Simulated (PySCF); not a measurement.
# Correlation energy of Al (aluminium, neutral)

[Ne] 3s2 3d1, 2D determinant (an excited configuration). All numbers are calculated (PySCF 2.14, the spin-free X2C one-electron Hamiltonian (Gaussian nucleus), in x2c-QZVPPall with one added diffuse shell each of s, p, d, f type (10s7p5d3f1g, 86 functions)). Frozen: [Ne]; 3 electrons correlated.

| level | correlation energy (mhartree) |
| --- | --- |
| CCSD | -56.94 |
| (T) | -4.87 |
| CCSD(T) | -61.81 |

Diagnostics: T1 = 0.077, D1 = 0.1887, largest double amplitude 0.308.

Is a single reference adequate?

Not fully. The outer electron is Rydberg-like, and this basis confines it to a smaller radius and binds it less than a complete one would. T1 exceeds 0.03, a sign that the reference determinant is poor. A double-excitation amplitude exceeds 0.15, a sign of near-degeneracy.
